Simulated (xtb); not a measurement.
xtb input (GFN2-xTB):

```bash
xtb mol.xyz --gfn 2 --ohess tight --chrg 1 --uhf 0
```
mol.xyz:
```
3

Ga     0.05517542     0.01989931    -0.03806562
I     -0.26117686     2.09373471    -1.68307681
I      0.16217586    -2.10943836     1.67641924
```

Output:

```
           -------------------------------------------------
          |                Calculation Setup                |
           -------------------------------------------------

           -------------------------------------------------
          |                 G F N 2 - x T B                 |
           -------------------------------------------------

        Reference                      10.1021/acs.jctc.8b01176
      * Hamiltonian:
        H0-scaling (s, p, d)           1.850000    2.230000    2.230000
        zeta-weighting                 0.500000
      * Dispersion:
        s8                             2.700000
        a1                             0.520000
        a2                             5.000000
        s9                             5.000000
      * Repulsion:
        kExp                           1.500000    1.000000
        rExp                           1.000000
      * Coulomb:
        alpha                          2.000000
        third order                    shell-resolved
        anisotropic                    true
        a3                             3.000000
        a5                             4.000000
        cn-shift                       1.200000
        cn-exp                         4.000000
        max-rad                        5.000000

          ...................................................
          :                      SETUP                      :
          :.................................................:
          :  # basis functions                  30          :
          :  # atomic orbitals                  27          :
          :  # shells                            9          :
          :  # electrons                        16          :
          :  max. iterations                   250          :
          :  Hamiltonian                  GFN2-xTB          :
          :  restarted?                      false          :
          :  GBSA solvation                  false          :
          :  PC potential                    false          :
          :  electronic temp.          300.0000000     K    :
          :  accuracy                    1.0000000          :
          :  -> integral cutoff          0.2500000E+02      :
          :  -> integral neglect         0.1000000E-07      :
          :  -> SCF convergence          0.1000000E-05 Eh   :
          :  -> wf. convergence          0.1000000E-03 e    :
          :  Broyden damping             0.4000000          :
          :  net charge                          1          :
          :  unpaired electrons                  0          :
          ...................................................

 iter      E             dE          RMSdq      gap      omega  full diag
   1     -8.4163424 -0.841634E+01  0.299E+01    1.66       0.0  T
   2     -8.4355319 -0.191895E-01  0.270E+01    1.23       1.0  T
   3     -8.3116552  0.123877E+00  0.224E+01    1.12       1.0  T
   4     -8.4381128 -0.126458E+00  0.509E+00    1.18       1.0  T
   5     -8.4397619 -0.164912E-02  0.408E+00    1.25       1.0  T
   6     -8.4411516 -0.138963E-02  0.159E+00    1.23       1.0  T
[...]
molecular quadrupole (traceless):
                xx          xy          yy          xz          yz          zz
 q only:       -5.816      -1.113       4.858       0.890      -8.621       0.958
  q+dip:        0.407       0.078      -0.340      -0.061       0.602      -0.066
   full:        2.763       0.528      -2.308      -0.421       4.094      -0.454

           -------------------------------------------------
          |                Geometry Summary                 |
           -------------------------------------------------

      molecular mass/u    :      323.5320099
   center of mass at/Å    :       -0.0146161       0.0013958      -0.0149046
  moments of inertia/u·Å² :        0.2439643E-06   0.1591784E+04   0.1591784E+04
rotational constants/cm⁻¹ :        0.6909876E+08   0.1059040E-01   0.1059040E-01

 * 2 selected distances

     #   Z          #   Z                                           value/Å
     1  31 Ga       2  53 I                                       2.5042837 (min)
     1  31 Ga       3  53 I                                       2.5043427 (max)

 * 1 distinct bonds (by element types)

   Z      Z             #   av. dist./Å        max./Å        min./Å
  31 Ga  53 I           2     2.5043132     2.5043427     2.5042837

           -------------------------------------------------
          |               Frequency Printout                |
           -------------------------------------------------
 vibrational frequencies (cm⁻¹)
eigval :        0.00     0.00     0.00     0.00     0.00    57.17
eigval :       57.23   154.94   353.03
 reduced masses (amu)
   1:126.90   2:126.90   3:114.55   4:114.57   5:114.58   6: 82.08   7: 82.06   8:126.90
   9: 82.04
 IR intensities (km·mol⁻¹)
   1:  0.00   2:  0.00   3:  3.04   4:  3.02   5:  3.01   6: 16.63   7: 16.57   8:  0.00
   9:  3.84
 Raman intensities (Ä⁴*amu⁻¹)
   1:  0.00   2:  0.00   3:  0.00   4:  0.00   5:  0.00   6:  0.00   7:  0.00   8:  0.00
   9:  0.00
 output can be read by thermo (or use thermo option).
 writing <g98.out> molden fake output.
 recommended (thermochemical) frequency scaling factor: 1.0
           -------------------------------------------------
          |             Thermodynamic Functions             |
           -------------------------------------------------

din symmetry found (for desy threshold:  0.10E+00) used in thermo

          ...................................................
          :                      SETUP                      :
          :.................................................:
          :  # frequencies                           4      :
          :  # imaginary freq.                       0      :
          :  linear?                              true      :
          :  only rotor calc.                    false      :
          :  symmetry                              din      :
          :  rotational number                       2      :
          :  scaling factor                  1.0000000      :
          :  rotor cutoff                   50.0000000 cm⁻¹ :
          :  imag. cutoff                  -20.0000000 cm⁻¹ :
          :.................................................:

    mode    ω/cm⁻¹     T·S(HO)/kcal·mol⁻¹    T·S(FR)/kcal·mol⁻¹   T·S(vib)
   ------------------------------------------------------------------------
Note: The following floating-point exceptions are signalling: IEEE_DENORMAL
normal termination of xtb
       1     57.17    -1.35737 ( 63.09%)    -1.01678 ( 36.91%)    -1.23164
       2     57.23    -1.35672 ( 63.19%)    -1.01646 ( 36.81%)    -1.23146
       3    154.94    -0.77838 ( 98.93%)    -0.72147 (  1.07%)    -0.77777
   ------------------------------------------------------------------------

   temp. (K)  partition function   enthalpy   heat capacity  entropy
                                   cal/mol     cal/K/mol   cal/K/mol   J/K/mol
 298.15  VIB   39.9                 1651.945      6.682     12.023
         ROT  0.978E+04              592.502      1.987     20.247
         INT  0.390E+06             2244.447      8.670     32.270
         TR   0.563E+28             1481.254      4.968     43.198
         TOT                        3725.7008    13.6379    75.4685   315.7600

       T/K    H(0)-H(T)+PV         H(T)/Eh          T*S/Eh         G(T)/Eh
   ------------------------------------------------------------------------
    298.15    0.593728E-02    0.735513E-02    0.358575E-01   -0.285024E-01
   ------------------------------------------------------------------------

         :::::::::::::::::::::::::::::::::::::::::::::::::::::
         ::                  THERMODYNAMIC                  ::
         :::::::::::::::::::::::::::::::::::::::::::::::::::::
         :: total free energy          -8.478718569736 Eh   ::
         ::.................................................::
         :: total energy               -8.450216193680 Eh   ::
         :: zero point energy           0.001417843813 Eh   ::
         :: G(RRHO) w/o ZPVE           -0.029920219869 Eh   ::
         :: G(RRHO) contrib.           -0.028502376056 Eh   ::
         :::::::::::::::::::::::::::::::::::::::::::::::::::::

optimized geometry written to: xtbopt.xyz

           -------------------------------------------------
          | TOTAL ENERGY               -8.450216193680 Eh   |
          | TOTAL ENTHALPY             -8.442861067761 Eh   |
          | TOTAL FREE ENERGY          -8.478718569736 Eh   |
          | GRADIENT NORM               0.000046039913 Eh/α |
          | HOMO-LUMO GAP               2.277500757050 eV   |
           -------------------------------------------------

------------------------------------------------------------------------
------------------------------------------------------------------------
 total:
 SCF:
 ANC optimizer:
 analytical hessian:
```
